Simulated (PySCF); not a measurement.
Cu₂I₄, SMILES [I][Cu]1[I][Cu]([I])[I]1, multiplicity 3. Coordinates come from a B3LYP-D3(BJ)/def2-SVP optimisation. The spin state was assumed, not searched. The def2 effective core potentials stand for the cores of I; spin–orbit coupling is left out.

### Question
Give the equilibrium geometry at B3LYP-D3(BJ)/def2-SVP (PySCF confirms it by a frequency run) as bond lengths and angles, and its point group. (The exact figures need the calculation; the answer reports its results.)

### Answer
point group C2h.
Atoms: Cu1 Cu2 I3 I4 I5 I6. Bond lengths (Å): Cu1–I3 2.614, Cu1–I4 2.565, Cu1–I5 2.451, Cu2–I3 2.565, Cu2–I4 2.614, Cu2–I6 2.451. Bond angles (°): I3–Cu1–I4 103.9, I3–Cu1–I5 105.6, I4–Cu1–I5 150.6, I3–Cu2–I4 103.9, I3–Cu2–I6 150.6, I4–Cu2–I6 105.6, Cu1–I3–Cu2 76.1, Cu1–I4–Cu2 76.1.
Charge 0, spin multiplicity 3.
